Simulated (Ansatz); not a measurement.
Coupled-cluster diagnostics for (HZn-mu-F)2 (Zn2H2F2), Ansatz.

Geometry of the singlet (r2SCAN-D4/def2-SVP):

```xyz
6

Zn    1.449   -0.182    0.152
H     2.946   -0.368    0.307
F    -0.181   -0.506    1.125
Zn   -1.449    0.183   -0.151
H    -2.946    0.373   -0.305
F     0.180    0.500   -1.127
```

Correlated methods freeze 20 core orbitals.

(1) Estimate the CCSD(T) correlation energy, the shares of MP2 and (T), T1 and the reference's ⟨S²⟩ for: charge 0, singlet, own geometry in def2-TZVP; and the rough time on 2 threads of Arm Neoverse V1 on a shared host.

## Answers

(1) 
```json
{"state": "charge 0, singlet, own geometry", "basis": "def2-TZVP", "correlation (eV)": "-36.085", "MP2 share (%)": "102.4", "(T) share (%)": "2.4", "T1": "0.016", "⟨S²⟩ (pure)": "0.00 (0.00)", "wall time": "1.7 min"}
```
Customary marks for T1 are 0.02 (closed shells), 0.045 (open shells) and about 0.05 (3d metals). T1 stays under 0.02 throughout.
